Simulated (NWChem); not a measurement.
# C$_{2}$H$_{5}$FOSi; SMILES C([SiH2]CF)=O

```xyz
10

O     -0.4423    -2.5370    -0.0796
C     -0.6316    -1.3361    -0.0358
Si     0.8311    -0.0873     0.1711
C      0.2634     1.6249    -0.4518
F     -0.9362     1.9156     0.2222
H     -1.6730    -0.9363    -0.1000
H      1.1487     0.0014     1.6202
H      2.0129    -0.5821    -0.5829
H      0.0634     1.6391    -1.5313
H      0.9858     2.4226    -0.2373
```
Atoms are numbered in this order, from 1.

Program: NWChem. Medium grid unless said otherwise, to which SCAN and Minnesota functionals are sensitive. Coordinates come from a B3LYP/6-31G* (spherical d) optimisation.

Q: Order these by “orbital gap (eV)”, lowest first: BLYP/def2-TZVP; PBE0/def2-TZVP; M06-2X/def2-TZVP.

A: BLYP/def2-TZVP (2.78), PBE0/def2-TZVP (5.34), M06-2X/def2-TZVP (7.87)
